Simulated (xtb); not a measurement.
xtb input:

```bash
xtb mol.xyz --gfn 2 --ohess tight --chrg -1 --uhf 0
```
mol.xyz:
```
5

N     -1.62013204    -0.90881134     0.06782307
B     -0.47737968    -0.26560803     0.00084142
Cl     1.17926611    -1.12945063    -0.17284831
Cl    -0.18238472     1.62458130     0.15943816
H     -2.45498249    -0.24398550     0.15408809
```

Question: Predict the final energy.

Answer: -14.07169 Eh (GFN2-xTB).

It need not be the lowest isomer of its formula. Whether it binds its extra electron was not tested at this geometry.
